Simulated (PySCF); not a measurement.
A small calculation by hand: oscillator strength and radiative lifetime

In(OH)3 (H₃InO₃), SMILES [OH][In]([OH])[OH].

Coordinates come from a B3LYP-D3(BJ)/def2-SVP optimisation. The def2 effective core potentials stand for the cores of In; spin–orbit coupling is left out. The values are those of a single conformer.

TDDFT-B3LYP/def2-SVPD run with PySCF puts the first singlet state with f over 0.02 at 5.36 eV (vertical), with the transition dipole (0.000, 0.000, 0.687) in atomic units.

**Question.** Find the oscillator strength, the wavelength and the radiative lifetime that this transition would have in vacuum if emission retraced absorption.

**Answer.** 
|μ|² = 0.4720 au, so |μ| = 1.75 D. ΔE = 5.36/27.211 = 0.1970 hartree. f = (2/3) ΔE |μ|² = 0.062 (the program prints 0.062).
λ = 1239.84/5.36 = 231 nm; ν = 43231 cm⁻¹.
Einstein's coefficient A = 0.6670 ν² f s⁻¹ (ν in cm⁻¹) = 7.7e7 s⁻¹, so τ = 1/A = 13 ns. This state is S3; the lower singlets have f = 0.000, 0.000. The figure is the radiative limit of this one transition; relaxation, internal conversion, crossing to triplets and a medium change what is measured.
